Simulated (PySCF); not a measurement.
Adding and removing an electron: SrF

UHF; basis Sr def2-SVP with ECP28, F def2-SVP; scalar-relativistic core potentials; PySCF 2.14. Neutral (UHF): doublet (σ ↑), Re = 2.126 Å, ωe = 521 cm⁻¹, De = 3.98 eV, HOMO -5.28 eV, LUMO 0.08 eV.

SrF⁺ (RHF): singlet (closed shell), Re = 2.057 Å, ωe = 595 cm⁻¹, De = 3.57 eV to Sr⁺ + F. The energies at the minima are -129.76919 hartree for SrF and -129.57981 for SrF⁺.

Problem. Work out the adiabatic ionisation energy, without and with harmonic zero-point energies (1 hartree = 27.2114 eV, 1 eV = 8065.5 cm⁻¹), and the change of the bond length.

Solution. At HF: 0.18938 hartree = 5.153 eV between the minima; the zero-point term (595.0 − 521.0)/2 cm⁻¹ = +0.005 eV makes it 5.158 eV. Re changes by -6.9 pm against the neutral. The electron leaves a σ orbital; in so polar a molecule the change of length follows mostly from the change of the ionic charges.

For an ion De counts to the pair picked by the measured ionisation energies or electron affinities, which need not be the lowest pair at this level. Where the molecule has an RHF reference, its open-shell atoms are computed with UHF. Hartree–Fock leaves out correlation, which carries a large part of most bond energies and some tenths to 1 eV of ionisation energies. States were picked by a PBE0 search and need not be the measured ground states.

Neutral and ion stand on different kinds of reference determinant, which adds to the error of the difference.
